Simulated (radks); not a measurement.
Q: Species: Hf11+. Configuration: [Kr] 4d10 4f(5/2: 6, 7/2: 6) 5s1 5p(1/2: 2, 3/2: 0) (not the ground configuration). Calculated with a radial shooting solver on a logarithmic mesh with Libxc functionals: Dirac Kohn-Sham, relativistic LDA (MacDonald-Vosko exchange, VWN5 correlation), spin-unpolarised, spherical densities, finite nucleus; Fermi nuclear charge, rms radius 5.347 fm.

Spin-orbit splittings of the eigenvalues, e(l+1/2) - e(l-1/2), with zeta = 2 splitting/(2l+1) and mean radii in bohr:

shell  occ.  splitting (eV)  zeta (eV)  <r> j=l-1/2  <r> j=l+1/2
2p        6            1177      784.8      0.06634      0.07403
3p        6           252.6      168.4       0.1986       0.2129
3d       10               ?          ?       0.1865       0.1910
4p        6           58.71      39.14       0.4732       0.5052
4d       10           10.96      4.383       0.5220       0.5327
4f       12           2.037     0.5820       0.5916       0.5979
5p        2           12.10      8.070        1.083        1.141

Estimate the 3d splitting.

A: 55.42 eV (zeta = 22.17 eV).
